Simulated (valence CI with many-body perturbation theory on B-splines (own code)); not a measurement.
**Forbidden lines of Eu12+**

Method: configuration interaction combined with many-body perturbation theory (CI+MBPT): five valence electrons over a frozen Dirac-Fock core [Kr] 4d10, a basis of 7 s, 7 p, 7 d, 7 f, 4 g, 2 h functions for each j, with the one-electron correlation potential Σ1, the two-electron term Σ2, the three-electron term Σ3, Breit, model QED; selected CI, second order for the rest, scaled by the run's own slope (own B-spline code, finite nucleus).

No measured levels were compared; by estimate terms of the open shell hold to a few per cent of their energy, and close levels can change places. Core correlation moves these levels by up to 43000 cm⁻¹, and in measured spectra 5 to 20 % of such shifts remained as error; rates that hang on mixing are uncertain with them. Among the levels kept, up to 720 cm⁻¹ of a level comes from second order outside the variational space, and about a tenth of that is noise between levels of different J, which matters for small intervals.

Lines 51 to 100 of 120 in falling wavelength, among levels below 113820 cm⁻¹, chosen from the decays that carry over 1 % of a level's rate. Wavelengths and rates use the calculated energies, so an error of 2000 cm⁻¹ moves a line at 7089 Å by 14 % and its rate by three times that or more. Electric multipoles are in the length gauge, E1 and E2 with the static RPA response of the core. Weak lines are less certain than strong ones. Lines between different terms over intervals too small for the method are left out, as are lines whose strength nearly cancels. Where a level lies close to another of its J and parity, the split of strength between their lines is uncertain.

Names give the largest LS component (configuration and term), which can be under half, so a name can repeat, a term be missing and a line seem to break the LS rules; names also repeat where a configuration has a term twice. Letters in brackets count levels of one name in rising energy.

```tsv
λ vac (Å)	Upper	Lower	Type	A (s⁻¹)	Branch %
7089	4f³5s² ²D°_3/2 [a]	4f³5s² ⁴F°_5/2	M1	5.86e+00	31.8
6944	4f³5s² ²I°_11/2	4f³5s² ⁴G°_9/2	M1	5.55e-01	8.6
6734	4f³5s² ⁴D°_5/2	4f³5s² ⁴G°_7/2	M1	1.32e-01	2.4
6580	4f³5s² ²I°_13/2	4f³5s² ²K°_15/2	M1	6.10e-01	8.5
6497	4f³5s² ⁴D°_7/2	4f³5s² ²G°_9/2 [a]	M1	3.55e-02	1.4
6300	4f³5s² ²P°_1/2	4f³5s² ⁴S°_3/2	M1	5.48e+00	75.8
6160	4f³5s² ²I°_11/2	4f³5s² ²K°_13/2	M1	7.57e-01	11.8
6110	4f³5s² ²G°_9/2 [a]	4f³5s² ²H°_9/2 [a]	M1	3.43e-01	2.5
6100	4f³5s² ²D°_3/2 [a]	4f³5s² ⁴F°_3/2	M1	4.64e+00	25.1
5994	4f³5s² ²H°_9/2 [a]	4f³5s² ⁴I°_11/2	M1	4.54e+00	34.2
5831	4f³5s² ⁴G°_11/2	4f³5s² ²H°_9/2 [a]	M1	5.23e-02	1.1
5823	4f³5s² ²D°_5/2 [a]	4f³5s² ⁴S°_3/2	M1	5.09e-01	4.3
5807	4f³5s² ²D°_5/2 [a]	4f³5s² ⁴F°_7/2	M1	8.03e+00	68.5
5615	4f³5s² ²L°_15/2	4f³5s² ²K°_13/2	M1	5.33e+00	47.9
5409	4f³5s² ⁴D°_7/2	4f³5s² ⁴G°_9/2	M1	1.42e-01	5.5
5405	4f³5s² ⁴D°_5/2	4f³5s² ²G°_7/2 [a]	M1	1.82e-01	3.4
5382	4f³5s² ⁴D°_3/2	4f³5s² ⁴G°_5/2	M1	1.33e-01	6.8
5351	4f³5s² ⁴D°_5/2	4f³5s² ⁴G°_5/2	M1	9.61e-01	17.7
5251	4f³5s² ²D°_5/2 [a]	4f³5s² ⁴F°_5/2	M1	1.45e+00	12.4
5218	4f³5s² ²I°_13/2	4f³5s² ²K°_13/2	M1	2.74e+00	38.2
5151	4f³5s² ²H°_11/2 [a]	4f³5s² ⁴I°_13/2	M1	6.15e+00	50.8
5111	4f³5s² ⁴D°_7/2	4f³5s² ⁴G°_7/2	M1	2.24e-01	8.6
4992	4f³5s² ²P°_1/2	4f³5s² ⁴F°_3/2	M1	1.34e+00	18.5
4847	4f³5s² ²H°_9/2 [a]	4f³5s² ⁴I°_9/2	M1	8.76e+00	65.8
4787	4f³5s² ²I°_11/2	4f³5s² ²H°_11/2 [a]	M1	1.99e+00	30.9
4688	4f³5s² ²D°_5/2 [a]	4f³5s² ⁴F°_3/2	M1	6.42e-01	5.5
4562	4f³5s² ⁴F°_9/2	4f³5s² ⁴I°_11/2	M1	1.80e+00	31.1
4505	4f³5s² ²P°_3/2	4f³5s² ⁴S°_3/2	M1	4.26e+00	18.3
4290	4f³5s² ⁴F°_7/2	4f³5s² ⁴I°_9/2	M1	8.35e-02	19.8
4262	4f³5s² ²H°_11/2 [a]	4f³5s² ⁴I°_11/2	M1	3.10e+00	25.7
4198	4f³5s² ²I°_13/2	4f³5s² ²H°_11/2 [a]	M1	6.39e-01	8.9
4173	4f³5s² ²K°_15/2	4f³5s² ⁴I°_15/2	M1	9.69e+00	55.7
4155	4f³5s² ²P°_3/2	4f³5s² ⁴F°_5/2	M1	5.97e+00	25.6
4154	4f³5s² ²K°_13/2	4f³5s² ⁴I°_13/2	M1	3.95e+00	33.0
4131	4f³5s² ⁴D°_3/2	4f³5s² ⁴S°_3/2	M1	4.86e-01	24.8
4122	4f³5s² ⁴D°_3/2	4f³5s² ⁴F°_7/2	E2	2.22e-02	1.1
4112	4f³5s² ⁴D°_5/2	4f³5s² ⁴S°_3/2	M1	2.83e-01	5.2
4104	4f³5s² ⁴D°_5/2	4f³5s² ⁴F°_7/2	M1	3.95e-01	7.3
3891	4f³5s² ⁴G°_11/2	4f³5s² ⁴I°_15/2	E2	5.23e-02	1.1
3877	4f³5s² ⁴D°_1/2	4f³5s² ⁴S°_3/2	M1	4.39e-01	19.1
3866	4f³5s² ⁴F°_9/2	4f³5s² ⁴I°_9/2	M1	1.78e+00	30.7
3818	4f³5s² ⁴D°_5/2	4f³5s² ⁴F°_5/2	M1	1.02e-01	1.9
3795	4f³5s² ²P°_3/2	4f³5s² ⁴F°_3/2	M1	2.02e+00	8.6
3771	4f³5s² ⁴D°_7/2	4f³5s² ⁴F°_9/2	M1	8.66e-02	3.3
3771	4f³5s² ⁴D°_7/2	4f³5s² ⁴F°_9/2	E2	3.42e-02	1.3
3614	4f³5s² ⁴D°_1/2	4f³5s² ⁴F°_5/2	E2	3.48e-02	1.5
3614	4f³5s² ²I°_11/2	4f³5s² ²H°_9/2 [a]	M1	7.38e-01	11.5
3566	4f³5s² ²K°_15/2	4f³5s² ⁴I°_13/2	M1	6.99e+00	40.1
3556	4f³5s² ²K°_13/2	4f³5s² ⁴I°_11/2	M1	8.00e+00	66.8
3525	4f³5s² ⁴D°_3/2	4f³5s² ⁴F°_3/2	E2	2.52e-02	1.3
```
